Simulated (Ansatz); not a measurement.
Ansatz (a quantum-chemistry and plane-wave program) input (BHLYP/def2-TZVPD):

Ansatz 0.2 input:
```yaml
crystal:
  periodic: [false, false, false]
  atoms:
    - {symbol: Al, position_ang: [0.62123616, 0.48910838, 0.56563493]}
    - {symbol: Br, position_ang: [-0.25661372, 1.46930841, -1.29898749]}
    - {symbol: Br, position_ang: [0.02586886, -1.65097724, 1.08889452]}
basis:
  gaussian:
    orbitals: def2-TZVPD
hamiltonian:
  xc: {name: BHLYP}
magnetization: {spin_polarized: true, initial_magnetization: 1}
output: {forces: true}
```

Output:

```
Functional definition: BHLYP
integrals: 0.14 GiB planned
996 factors; integrals over basis functions are off by at most 1.7e-3 eV
mean field: 1.37 GiB planned
mean field evaluation 1: about -146691.1525 eV, gradient 9.6e0 eV
mean field evaluation 2: about -146691.5252 eV, gradient 9.4e0 eV
mean field evaluation 4: about -146691.9958 eV, gradient 4.3e-1 eV
mean field evaluation 8: about -146692.1088 eV, gradient 9.7e-2 eV
mean field evaluation 16: about -146692.1089 eV, gradient 3.6e-5 eV
mean field -146692.10893718 eV, -5390.8355719586 hartree, gradient 3.9e-5 eV, S^2 0.753299; 0 other end points of the search recorded, 0 dependent functions left out
the calculation of the forces begins
reference -146692.10909887 eV, -5390.8355779009 hartree; 42, 41 occupied and 115, 116 virtual orbitals, 996 factors
Total energy: -146692.10909887 eV, -5390.8355779009 hartree
Atom 0 at     0.621236     0.489108     0.565635 Å, force    -0.138020    -0.108665    -0.125667 eV/Å
Atom 1 at    -0.256614     1.469308    -1.298987 Å, force     0.082032    -0.089503     0.172907 eV/Å
Atom 2 at     0.025869    -1.650977     1.088895 Å, force     0.055988     0.198168    -0.047240 eV/Å
Dipole moment:     0.215327     0.169530     0.196055 e Å
```

It need not be the lowest isomer of its formula.
